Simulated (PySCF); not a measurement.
## Stationary points of MoON

Computed with PySCF, PBE0, basis Mo def2-TZVP with ECP28, O def2-TZVP, N def2-TZVP (scalar-relativistic core potentials, no spin–orbit coupling, density fitting).

Relaxations began from a few typed shapes; open shells are unrestricted. The search is not exhaustive: other isomers or separated fragments can lie lower, and high-lying points may rest on an excited occupation.

```json
{"spin": "doublet", "group": "Cs", "bonds": "Mo–N 1.638 Å, Mo–O 1.692 Å", "angles": "N–Mo–O 103.9°", "imaginary modes (cm⁻¹)": "none", "ΔE (kJ/mol)": "0.0", "ΔE with ZPE (kJ/mol)": "0.0"}
{"spin": "broken-symmetry Ms = 1/2 (⟨S²⟩ 1.89)", "group": "C∞v", "bonds": "Mo–N 1.727 Å, Mo–O 1.765 Å", "angles": "N–Mo–O 180.0°", "imaginary modes (cm⁻¹)": "186i, 186i", "ΔE (kJ/mol)": "192.0", "ΔE with ZPE (kJ/mol)": "–"}
```

The lowest minimum found is the doublet Cs: Mo–N 1.638 Å, Mo–O 1.692 Å; N–Mo–O 103.9°.

Formally Mo is in oxidation state +5, d1, with 1 unpaired electron. The Mulliken spin on Mo is 1.17. The polar-tensor charge on Mo, 1.34, is far below the formal one.

For the lowest minimum: open d and f shells are described by one determinant, and the ground state may have another occupation or spin.
